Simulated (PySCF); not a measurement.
**Electronic structure of Mg²⁺ (magnesium, charge +2) at the PBE0 level**

Configuration: [Ne], closed-shell 1S. All numbers are calculated (PySCF 2.14, the non-relativistic Hamiltonian (point nucleus), in pcseg-2 (5s3p1d, 19 functions)).

```json
{"Total energy": "-199.1294 hartree", "One-electron energy": "-271.0086 hartree", "Hartree (Coulomb) energy": "87.8286 hartree", "Exchange-correlation energy": "-15.9494 hartree", "Kinetic energy": "198.97922 hartree", "⟨S²⟩": "0.0000", "⟨L²⟩": "0.000", "Sum of ⟨r⟩": "5.757 bohr", "Sum of ⟨r²⟩": "4.801 bohr²", "Density at the nucleus (Gaussians lack the cusp)": "1070 bohr⁻³", "Langevin diamagnetic susceptibility": "-3.80 ×10⁻⁶ cm³/mol", "Time after the integrals": "0.14 s of wall time on 1 thread of Neoverse-N1 (shared host)"}
```

```
shell  electrons  mean orbital energy (eV)  rms radius, mean of both spins (bohr)
   1s          2                   -1296.7                                  0.152
   2s          2                   -105.64                                  0.763
   2p          6                   -70.890                                  0.774
```
